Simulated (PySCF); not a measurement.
Hf(Cl)2(OH) (Cl₂HHfO), SMILES [OH][Hf]([Cl])[Cl] (connectivity only; charge and spin as stated), neutral, multiplicity 2.

The structure is a stationary point at B3LYP-D3(BJ)/def2-SVP. The spin state was assumed, not searched. The isomer is the one that the SMILES or the coordinates give; other isomers of the formula were not compared. The def2 effective core potentials stand for the cores of Hf; spin–orbit coupling is left out. The values are those of a single conformer.

Computed with PySCF with B3LYP-D3(BJ)/def2-SVP.

Frequencies are harmonic and unscaled.

Computed normal modes with their intensities:
```
mode  ν (cm⁻¹)  IR (km/mol)  moving atoms (share of kinetic energy)
----  --------  -----------  --------------------------------------
1           76          0.0         O 33 %, Cl 29 %, Hf 29 %, H 9 %
2           87          3.0                        Cl 82 %, Hf 16 %
3          130          0.0                  O 67 %, Cl 18 %, H 9 %
4          301        198.9                          H 87 %, O 12 %
5          362         19.6                         Cl 91 %, Hf 8 %
6          381         57.4                        Cl 73 %, Hf 25 %
7          407        126.2                          H 85 %, O 15 %
8          725        113.3                          O 85 %, Hf 9 %
9         3962        336.9                                  H 94 %
```
